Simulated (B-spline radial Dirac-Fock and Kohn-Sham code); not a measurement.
## Kohn-Sham estimates against Dirac-Fock for the levels of Mn⁷⁺

System: manganese as Mn⁷⁺, configuration 1s2 2s2 2p6 3s2 3p6.

The density-functional columns are spherical, spin-unpolarised Dirac-Kohn-Sham results without Breit or QED terms: −ε is minus the orbital energy of the initial state and ΔSCF the difference of two total energies. The reference in the last column comes from relaxed Dirac-Fock hole states (ΔSCF) with Breit and QED corrections and a finite nucleus. All numbers are from a radial atomic solver, in eV; a selection of levels is shown. The Kohn-Sham columns are given as differences from the reference.

| level | LDA −ε − DF | LDA ΔSCF − DF | PBE −ε − DF | PBE ΔSCF − DF | Dirac-Fock |
| --- | --- | --- | --- | --- | --- |
| 1s | -149.2 | +9.5 | -134.4 | +24.8 | 6705.6 |
| 2s | -54.4 | -20.5 | -52.8 | -19.1 | 943.8 |
| 2p1/2 | -38.9 | 0.0 | -38.5 | +0.3 | 822.6 |
| 2p3/2 | -39.1 | -0.7 | -38.8 | -0.4 | 812.4 |
| 3s | -20.3 | -6.7 | -19.8 | -6.2 | 235.6 |
| 3p1/2 | -11.8 | +1.7 | -11.8 | +1.7 | 195.8 |
| 3p3/2 | -11.8 | +1.6 | -11.8 | +1.6 | 194.2 |

For the outermost level NIST gives 195.5 ± 0.3 eV (semi-empirical); the differences from it are LDA −ε -13.16, LDA ΔSCF +0.25, PBE −ε -13.08, PBE ΔSCF +0.32, Dirac-Fock -1.32 eV.

Values without a named source are computed, but for edge energies of neutral atoms, which are taken from tables.
